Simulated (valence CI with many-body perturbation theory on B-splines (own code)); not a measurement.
# Pd13+: one-electron terms

Method: configuration interaction combined with many-body perturbation theory (CI+MBPT): five valence electrons over a frozen Dirac-Fock core [Ar] 3d10, radial functions for each j: 9 s, 9 p, 8 d, 6 f, 3 g, 1 h, with the one-electron correlation potential Σ1, the two-electron term Σ2, the three-electron term Σ3, Breit, model QED; selected CI, second order for the rest (own B-spline code, finite nucleus).

No measured spectrum was set against this ion. As an estimate, levels hold to about 250 cm⁻¹ or 0.2 % of their energy and the worst to 1 %, as in measured heavy ions of charge 2 to 7; those with d or f electrons hold less well. Among the levels kept, up to 360 cm⁻¹ of a level comes from second order outside the variational space, and about a tenth of that is noise between levels of different J, which matters for small intervals.

These are the spectroscopic orbitals of the CI (the correlating ones are not listed), shaped by the core and the other valence electrons. h is the expectation value of the core's Dirac-Fock operator, without the valence repulsion; Σ1 is computed up to l = 3 at one energy for each symmetry, that of its lowest orbital but kept below the first core excitation, so for empty shells it is not the orbital's own correlation shift; Breit and QED include the response of the core.

```csv
Orbital,h (hartree),Σ1 (cm⁻¹),Breit (cm⁻¹),QED (cm⁻¹),⟨r⟩ (bohr)
4s1/2,-16.73,-10790,1304,1013,0.8603
5s1/2,-9.4119,-3237,496,386,1.576
6s1/2,-6.0326,-1431,237,186,2.516
7s1/2,-4.2004,-775,133,105,3.663
4p1/2,-15.36,-10232,1974,-54.9,0.8914
5p1/2,-8.7808,-3147,755,-20.8,1.653
6p1/2,-5.7003,-1452,376,-10.3,2.627
7p1/2,-4.0037,-804,216,-5.9,3.811
4p3/2,-15.098,-9609,1226,39.7,0.9090
5p3/2,-8.6675,-3011,471,15.4,1.677
6p3/2,-5.6411,-1400,245,7.7,2.656
7p3/2,-3.9689,-779,141,4.5,3.846
4d3/2,-12.847,-8636,586,-54.1,0.9741
5d3/2,-7.6372,-2919,242,-21.6,1.826
6d3/2,-5.0932,-1454,130,-11.4,2.872
4d5/2,-12.798,-8479,297,-29.3,0.9791
5d5/2,-7.6152,-2876,120,-11.7,1.832
6d5/2,-5.0814,-1434,64.5,-6.2,2.879
4f5/2,-10.44,-6783,69.8,-12.3,1.060
5f5/2,-6.5855,-2543,38.3,-6.9,1.996
4f7/2,-10.436,-6714,-20.1,-8.4,1.061
5f7/2,-6.5831,-2512,-11.0,-4.9,1.997
5g7/2,-6.2328,,0.0,-0.5,1.912
5g9/2,-6.232,,-1.5,0.2,1.912
```

Among the shells of the start configuration 4s2 4p3, Σ1 is largest in size for 4s1/2, where it is 0.29 % of h.

Lowest root of each symmetry, sizes in configuration state functions:

| J | Parity | Roots | Reference | Variational | Second order | Change by selected CI (cm⁻¹) | Change by second order (cm⁻¹) |
| --- | --- | --- | --- | --- | --- | --- | --- |
| 1/2 | even | 9 | 56 | 39995 | 1160160 | -9432 | -38 |
| 3/2 | even | 11 | 91 | 39999 | 1776219 | -8947 | -120 |
| 5/2 | even | 10 | 98 | 40000 | 2383487 | -8771 | -200 |
| 7/2 | even | 5 | 75 | 39853 | 1922958 | -11887 | -187 |
| 9/2 | even | 2 | 47 | 35377 | 1660660 | -13062 | -94 |
| 1/2 | odd | 4 | 35 | 40000 | 607547 | -13348 | -35 |
| 3/2 | odd | 6 | 55 | 39985 | 1361849 | -11530 | -49 |
| 5/2 | odd | 3 | 49 | 39985 | 1419968 | -12367 | -86 |
| 7/2 | odd | 2 | 34 | 39658 | 1289274 | -12002 | -174 |
| 9/2 | odd | 2 | 16 | 37154 | 1442839 | -11886 | -99 |
